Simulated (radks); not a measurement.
Task: These are the eigenvalues of the occupied orbitals of an atom or ion with whole-number occupations (hartree). Method: Dirac Kohn-Sham, PBE, spin-unpolarised, spherical densities, point nucleus; computed with a radial shooting solver on a logarithmic mesh with Libxc functionals.

| orbital | eigenvalue |
|---|---|
| 1s1/2 | -162.1500 |
| 2s1/2 | -17.99609 |
| 2p1/2 | -14.94783 |
| 2p3/2 | -14.77719 |
| 3s1/2 | -2.58692 |
| 3p1/2 | -1.81129 |
| 3p3/2 | -1.79247 |
| 3d3/2 | -0.65906 |
| 3d5/2 | -0.65773 |

Which element is it, and in what charge state? The configuration may be excited. Open shells, if any, are shared by 2j + 1.

Result: Z = 21, scandium, charge +2: Sc2+ in [Ar] 3d1. The list shows which subshells hold electrons but not how many an open one holds; the 1s level, -162.15 hartree, gives Z - s = 18.0 by -(Z - s)^2/2, which with screening and relativity narrows Z to a few neighbours, and the depths of the outer levels then fix element, charge and occupations together.
